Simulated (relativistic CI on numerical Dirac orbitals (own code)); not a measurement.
## One change at a time: I⁷⁺

Base calculation: Dirac-Coulomb-Breit CI, orbitals from a KLI potential per configuration, model QED (radiative potential, 1s self-energy scaled to tabulated hydrogen-like ionisation energies), unscaled Slater integrals.

Configurations in the expansion (outside the closed core [Ar] 3d10 4s2): 4p⁶4d¹⁰, 4p⁶4d⁹5s, 4p⁶4d⁹4f, 4p⁶4d⁹5p, 4p⁶4d⁹5d, 4p⁵4d¹⁰4f, 4p⁶4d⁹6s, 4p⁶4d⁹6p, 4p⁶4d⁹5f, 4p⁶4d⁹6d. Double excitations out of closed p, d and f shells are left out; levels of such configurations are missing from the list, as are those of other unlisted configurations, and high levels can miss mixing partners.

Variants: (1) valence Slater integrals scaled by 0.9; (2) QED terms removed; (3) configuration mixing switched off. Shifts of the energy above 4p⁶4d¹⁰ ¹S0, in cm⁻¹, for the lowest level and the first level of each name with at least 55 % of one term (blank where a level changes its place among those of its configuration and J or its character, or is not in the variant):

```csv
Level,Base,Δ(1),Δ(2),Δ(3)
4p⁶4d¹⁰ ¹S0,0,0,0,0
4p⁶4d⁹5s ³D3,380638,+248,-447,+267
4p⁶4d⁹5s ³D2,384243,-32,-448,+234
4p⁶4d⁹5s ³D1,394704,+224,-488,+273
4p⁶4d⁹5s ¹D2,398763,-292,-482,+192
4p⁶4d⁹5p ³P°2,489037,+790,-68,+84
4p⁶4d⁹5p ³F°3,493257,+205,-64,+123
4p⁶4d⁹5p ³P°1,504622,+739,-105,+81
4p⁶4d⁹5p ³F°2,504654,+419,-103,+128
4p⁶4d⁹5p ³F°4,506654,+376,-93,+96
4p⁶4d⁹5p ¹D°2,513763,-500,-91,+119
4p⁶4d⁹5p ³P°0,514845,+939,-134,+56
4p⁶4d⁹5p ³D°3,515826,-544,-93,+110
4p⁶4d⁹5p ¹P°1,516478,-714,-99,+422
4p⁶4d⁹5p ³D°1,526619,-500,-126,+127
4p⁶4d⁹5p ³D°2,529357,-596,-132,+113
4p⁶4d⁹4f ³P°0,603512,+3089,-44,+206
4p⁶4d⁹4f ³P°1,605769,+3026,-50,+213
4p⁶4d⁹4f ³P°2,610300,+2868,-63,+210
4p⁶4d⁹4f ³H°6,619999,+1466,-49,+10
4p⁶4d⁹4f ³H°5,623500,+1271,-50,+12
4p⁶4d⁹4f ³H°4,630366,+1205,-69,+23
```

At this charge configurations can still be misplaced by up to about 7 % of their energy. Levels and lines within the n = 5 or 6 shells can be off by up to 10 % or somewhat more, and those that change n by about 2 %, since core polarisation is missing.

Ionisation energy from the two ground configurations alone: base 149.497 eV. The NIST ASD value (measured) is 150.81 eV.

LS names give the leading component of a level, which can be under half, so a name can repeat, a term be missing and a line seem to break the LS rules.
